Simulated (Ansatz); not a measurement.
CH7ClO3Si2, SMILES `C[Si@@H](O)O[Si@H](O)Cl`, relaxed with RKS PBE0-D4/def2-TZVP in the Gaussian-basis code of Ansatz from a GFN2-xTB geometry. The force threshold is 0.005 eV/Å; the program also tests the step.

The species carries charge 0 and has multiplicity 1.

Start:

```xyz
14

C     1.924   -0.978    0.979
Si    0.123   -0.420    1.019
O     0.130    1.067    1.670
O    -0.410   -0.367   -0.526
Si   -1.405    0.220   -1.647
O    -1.096    1.780   -1.958
Cl   -3.286    0.231   -0.993
H     2.305   -1.086    1.988
H     2.028   -1.935    0.480
H     2.558   -0.262    0.463
H    -0.799   -1.313    1.713
H    -0.654    1.610    1.688
H    -1.213   -0.643   -2.794
H    -0.204    2.095   -2.081
```

```csv
step,energy (eV),largest force (eV/Å),largest move (Å)
1,-35563.2621,1.047,0.000
2,-35563.3509,0.416,0.078
3,-35563.3623,0.171,0.030
4,-35563.3638,0.245,0.027
5,-35563.3695,0.105,0.036
6,-35563.3713,0.076,0.019
7,-35563.3726,0.093,0.017
8,-35563.3744,0.146,0.034
9,-35563.3760,0.167,0.046
10,-35563.3772,0.121,0.044
11,-35563.3781,0.093,0.021
13,-35563.3803,0.233,0.018
15 (rejected),-35563.3700,1.203,0.195
17 (rejected),-35563.3849,0.751,0.098
19,-35563.3934,0.254,0.049
21,-35563.4107,0.345,0.113
23,-35563.4300,0.525,0.103
25,-35563.4491,0.100,0.100
27,-35563.4537,0.111,0.043
29 (rejected),-35563.4549,0.187,0.138
31,-35563.4581,0.113,0.098
33,-35563.4612,0.082,0.099
35,-35563.4634,0.079,0.057
37,-35563.4644,0.032,0.021
39,-35563.4645,0.016,0.012
41,-35563.4645,0.006,0.008
42,-35563.4646,0.005,0.004
```

End:

```xyz
14

C     1.899   -0.859    0.872
Si    0.088   -0.515    0.904
O    -0.115    1.091    1.242
O    -0.560   -0.816   -0.582
Si   -1.293    0.169   -1.644
O    -0.429    1.514   -1.941
Cl   -3.122    0.684   -0.840
H     2.341   -0.707    1.859
H     2.088   -1.890    0.564
H     2.400   -0.195    0.164
H    -0.652   -1.338    1.892
H    -0.965    1.355    1.600
H    -1.512   -0.520   -2.919
H    -0.168    2.028   -1.170
```

Hardware: 2 threads of an AMD EPYC 7R13 on a shared host and a share of an NVIDIA H100 80 GB. Wall time 71 s, peak host memory 0.94 GiB.
